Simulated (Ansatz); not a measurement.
CH$_{5}$BFNSi (`BN1[SiH2]C1F`): the same geometry under several functionals.

```yaml
crystal:
  periodic: [false, false, false]
  atoms:
    - {symbol: B, position_ang: [0.222712, 1.529927, 0.769941]}
    - {symbol: N, position_ang: [0.048230, 0.250068, 0.237336]}
    - {symbol: Si, position_ang: [-0.095794, -1.467696, 0.274201]}
    - {symbol: C, position_ang: [-0.219752, -0.230867, -1.100160]}
    - {symbol: F, position_ang: [0.820969, -0.070152, -1.976334]}
    - {symbol: H, position_ang: [0.423625, 1.641553, 1.944343]}
    - {symbol: H, position_ang: [0.160303, 2.478865, 0.042423]}
    - {symbol: H, position_ang: [-1.280708, -2.051344, 0.940401]}
    - {symbol: H, position_ang: [1.141854, -2.257446, 0.433571]}
    - {symbol: H, position_ang: [-1.138337, 0.125893, -1.562823]}
basis:
  gaussian: {orbitals: def2-TZVPP}
hamiltonian: {xc: pbe, dispersion: d4}
output: {forces: true, orbitals: {seedname: orbitals}}
```

```sh
$ ansatz run in.yaml --threads 4 --pin off --events-out ev --progress --plain --max-ram 10444MiB
```

Output, abridged:

```
Functional definition: PBE
1243 factors; their error is unknown
mean field evaluation 1: about -13859.2187 eV, gradient 7.1e1 eV
mean field evaluation 2: about -13802.4511 eV, gradient 1.5e2 eV
mean field evaluation 4: about -13870.1138 eV, gradient 1.0e1 eV
mean field evaluation 8: about -13870.3114 eV, gradient 3.2e-1 eV
mean field evaluation 16: about -13870.2807 eV, gradient 4.4e-4 eV
mean field -13870.28073578 eV, -509.7234154261 hartree, gradient 4.6e-5 eV, S^2 0.000000; 0 other end points of the search recorded, 0 dependent functions left out
reference -13870.28078194 eV, -509.7234171222 hartree; 23, 23 occupied and 213, 213 virtual orbitals, 1243 factors
Total energy: -13870.48227632 eV, -509.7308219040 hartree
Atom 0 at     0.222712     1.529927     0.769941 Å, force     0.027068     0.174147     0.108981 eV/Å
Atom 1 at     0.048230     0.250068     0.237336 Å, force     0.039829     0.309965     0.210032 eV/Å
Atom 2 at    -0.095794    -1.467696     0.274201 Å, force    -0.057415    -0.537621     0.143279 eV/Å
Atom 3 at    -0.219752    -0.230867    -1.100160 Å, force    -0.311418    -0.031246    -0.052430 eV/Å
Atom 4 at     0.820969    -0.070152    -1.976334 Å, force     0.507513     0.065035    -0.457916 eV/Å
Atom 5 at     0.423625     1.641553     1.944343 Å, force     0.021540     0.005211     0.117793 eV/Å
Atom 6 at     0.160303     2.478865     0.042423 Å, force    -0.008142     0.090627    -0.085182 eV/Å
Atom 7 at    -1.280708    -2.051344     0.940401 Å, force    -0.138849    -0.059014     0.095410 eV/Å
Atom 8 at     1.141854    -2.257446     0.433571 Å, force     0.153639    -0.079643     0.015662 eV/Å
Atom 9 at    -1.138337     0.125893    -1.562823 Å, force    -0.233766     0.062539    -0.095628 eV/Å
Dipole moment:    -0.258622    -0.384753     0.129744 e Å
```

Hardware: 4 threads of an Arm Neoverse V1 on a shared host. Wall time 2.2 s, peak host memory 0.29 GiB.

The same input with `hamiltonian: {xc: {name: B2PLYP}}` and no forces (abridged; 4.3 s):

```
Functional definition: B2PLYP
mean field evaluation 16: about -13866.3592 eV, gradient 1.5e-4 eV
mean field -13866.35915815 eV, -509.5793001063 hartree, gradient 5.7e-6 eV, S^2 0.000000
9 core orbitals not correlated: weight in the atoms' cores, before any rotation towards them, 1.000 or more for the frozen orbitals, at most 0.000 for the correlated occupied ones
second order -27.48189079 eV of doubles, -0.00000000 eV of singles
Total energy: -13873.77944314 eV, -509.8519905498 hartree
```

The same input with `hamiltonian: {xc: {name: wB97M-V}}` (abridged; 9 s):

```
Functional definition: wB97M-V
mean field evaluation 16: about -13878.7044 eV, gradient 8.9e-5 eV
mean field -13878.70444791 eV, -510.0329811369 hartree, gradient 8.9e-5 eV, S^2 0.000000
Total energy: -13878.70450381 eV, -510.0329831911 hartree
Atom 0 force     0.025837     0.196259     0.062153 eV/Å
Atom 1 force     0.035711    -0.012587     0.161763 eV/Å
Atom 2 force     0.027321    -0.120862     0.079123 eV/Å
Atom 3 force    -0.394067    -0.133518    -0.021936 eV/Å
Atom 4 force     0.237635     0.040461    -0.155160 eV/Å
Atom 5 force    -0.023298    -0.011337    -0.140807 eV/Å
Atom 6 force     0.005455    -0.111158     0.083940 eV/Å
Atom 7 force     0.153170     0.068119    -0.095781 eV/Å
Atom 8 force    -0.163287     0.093556    -0.025846 eV/Å
Atom 9 force     0.095522    -0.008933     0.052551 eV/Å
Dipole moment:    -0.279842    -0.418455     0.174411 e Å
```
